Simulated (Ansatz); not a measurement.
`[AlH2][NH][SiH2]Cl` + `SC[NH][GeH3]` → `Cl[SiH2][NH][GeH3]` + `[AlH2][NH]CS`  (redistribution)

Gas-phase electronic energies from Ansatz, PBE0-D4/def2-TZVP geometries. CBS: MP2 limit from def2 TZ/QZ plus the TZ coupled-cluster correction, frozen cores. DFT in def2-TZVPP. B3LYP here is the variant with VWN-RPA as its local correlation; programs differ in this. For Ge outer-core shells are correlated without core-valence functions, which leaves a few kJ/mol of doubt a bond. Scalar relativity is left out up to krypton. Each species was taken in one conformer, which may not be the lowest.

```csv
level,ΔE (kJ/mol)
B3LYP-D4,-0.1
B3LYP,-1.2
CCSD(T)/def2-TZVPP,1.1
HF/def2-QZVPP,-1.8
```

Q: What does CCSD(T)/CBS give? (Estimate.)

A: Computed: +1.8 kJ/mol. The listed levels differ from it by -1.9, -3.0, -0.7, -3.6 kJ/mol.

Largest T1 diagnostic among the species: 0.012.
